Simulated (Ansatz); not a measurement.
Species: H$_{6}$BBrSi$_{2}$, SMILES `[SiH3]B([SiH3])Br` (charge 0, multiplicity 1), formula H6BBrSi2.

Problem. How many basis functions does frozen-core CCSD(T)/cc-pVTZ // PBE-D3(BJ)/def2-TZVP run with Ansatz (an electronic-structure program) use, how many core orbitals are frozen, and how many electrons are correlated?

Solution. 225 basis functions and 20 frozen orbitals, which leaves 34 correlated electrons (filled d shells below the valence shell are correlated). Core time is of the order of minutes.
